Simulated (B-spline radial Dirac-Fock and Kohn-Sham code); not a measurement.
## Pr: input and output of one calculation

ΔSCF core binding energies without Breit or QED terms, calculated with a radial finite-basis atomic code. Keys: rel is the Hamiltonian (dirac, or spin-free x2c and nr, where L3 and M5 stand for the whole 2p and 3d shells), method is hf or an exchange,correlation pair (spin-unpolarised, also for the hole states), nuc the nuclear model, radius_factor scales its radius, rmax is the box in bohr, h the logarithmic mesh step, order the B-spline order, points the quadrature points per cell, c_factor scales the speed of light, and damp, ndamp, maxit and tol steer the iteration. The run stops when the commutator error falls below 10·tol·max(1, Z/10), or the numerical noise floor, and the energy has settled to about 1e-8 Ha; the virial ratio is −V/T.

Input (task.json):

```json
{"items": [{"Z": 59, "q": 0, "cfg": [[1, 0, 2], [2, 0, 2], [2, 1, 6], [3, 0, 2], [3, 1, 6], [3, 2, 10], [4, 0, 2], [4, 1, 6], [4, 2, 10], [4, 3, 3], [5, 0, 2], [5, 1, 6], [6, 0, 2]], "A": 141, "rrms": 4.8919, "do": "settings", "holes": ["K", "L3", "M5"],
  "settings": [{"rel": "dirac", "method": "hf", "nuc": "fermi", "radius_factor": 1.0, "rmax": 1.0, "h": 0.3, "order": 8, "points": 10, "c_factor": 1.0, "maxit": 57, "damp": 0.5, "ndamp": 3, "tol": 1e-08}]}]}
```

Command: `python xray2_run.py task.json out`

Ground-state iterations:

```
iter   energy (Ha)        error
   1    -8820.73104840  1.91e+00
   2    -8827.18897019  2.68e-01
   3    -8827.50621094  9.44e-02
   4    -8827.55030662  3.41e-02
   5    -8827.55701446  1.06e-02
   6    -8827.55747371  1.40e-04
   7    -8827.55747386  7.09e-06
   8    -8827.55747386  1.91e-07
```

The ground state converged in 8 iterations, with total energy -8827.55747 Ha, virial ratio 1.80050 and highest orbital energy 1904.98 eV. ΔSCF binding energies: K (1s) 41504.7 eV, L3 (2p3/2) 5388.9 eV, M5 (3d5/2) 436.7 eV.

Q: One setting is unsound. Which, and why?

A: rmax squeezes the outer orbitals. With the default settings (Dirac Hartree-Fock): The ground state converged in 13 iterations, with total energy -9238.15132 Ha, virial ratio 1.92982 and highest orbital energy -4.67 eV. ΔSCF binding energies: K (1s) 42155.9 eV, L3 (2p3/2) 5979.3 eV, M5 (3d5/2) 934.0 eV.
